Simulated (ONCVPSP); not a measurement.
Before and after: ONCV potential for tin (Sn)

ONCVPSP 4.0.1 input, shortened (lines: element, Z, core and valence counts, functional; n l f; lmax; l rc ep ncon nbas qcut; lloc lpopt rc5 dvloc0; l nproj debl; icmod fcfact rcfact), BLYP, scalar-relativistic:

```
  Sn 50.00    8    3  -106131      upf
    1    0    2.00
    2    0    2.00
    2    1    6.00
    3    0    2.00
    3    1    6.00
    3    2   10.00
    4    0    2.00
    4    1    6.00
    4    2   10.00
    5    0    2.00
    5    1    1.00
    2
    0    1.80    0.00    4    7    3.60
    1    2.30    0.00    3    8    3.70
    2    1.10    0.00    4    8    9.30
    4    5    0.90    0.00
    0    2    1.40
    1    3    0.70
    2    3    3.60
    0    0.00    0.00
```

Change: p: debl 2.55.

Cutoffs: the cutoffs (Ha) at which the residual kinetic energy of the hardest occupied pseudo-wave falls to 1 and 0.1 mHa per electron; they do not see the model core or the augmentation charge, which bear on the density cutoff. Errors are all-electron minus pseudo energies relative to the spin-unpolarised reference configuration.

Q: How do hardness, ghosts and transferability respond?

A: The potential gets neither clearly harder nor softer (42 Ha and 110 Ha → 42 Ha and 110 Ha); both files keep a bound ghost (p, s); the errors of the 3 common tests hardly move; the range in which the p phases agree narrows (upper end 3.1 → -0.1).

| quantity | base | changed |
| --- | --- | --- |
| cutoff, loose | 42 Ha | 42 Ha |
| cutoff, tight | 110 Ha | 110 Ha |
| bound ghosts | s, p | s, p |
| GHOST(+) flags under 300 eV | s at 148.1 eV | s at 148.1 eV |
| tests with a reliable result | 3 of 4 | 3 of 4 |
| error for 4d10 5s2 5p2, meV [ΔE -6.80 eV] | +2.1 | +2.2 |
| error for 4d10 5s2 5p0, meV [ΔE 13.98 eV] | +0.1 | -0.1 |
| error for 4d10 5s1 5p3, meV [ΔE 0.22 eV] | +0.5 | +0.7 |
| s: phases at 1.82 bohr within 0.05 rad from the reference energy up to (Ha; the scan ends near 5) | 4.7 | 4.7 |
| p: phases at 2.33 bohr within 0.05 rad from the reference energy up to (Ha; the scan ends near 5) | 3.1 | -0.1 |
| d: phases at 1.12 bohr within 0.05 rad from the reference energy up to (Ha; the scan ends near 5) | to the end of the scan | to the end of the scan |

 A true bound ghost makes a file unfit for plane-wave use even where its test errors are small: the radial tests pick states by their node count and pass the ghost by.
